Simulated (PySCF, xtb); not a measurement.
Ga(H)(F)(OMe) (CH4FGaO), SMILES [F][GaH][O]C.

GFN2-xTB (xtb) at its own geometry gives an orbital gap of 4.33 eV and a dipole moment of 4.02 D.

Geometry: B3LYP-D3(BJ)/def2-SVP. The structure was generated by enumeration; whether it is a known compound was not checked. One conformer was computed; it need not be the lowest.

Q: What does PBE/def2-TZVP in PySCF give? (Estimate from the structure and the level; the computed values follow.)

A: gap 4.97 eV (levels -6.72 and -1.74 eV), dipole 2.90 D.
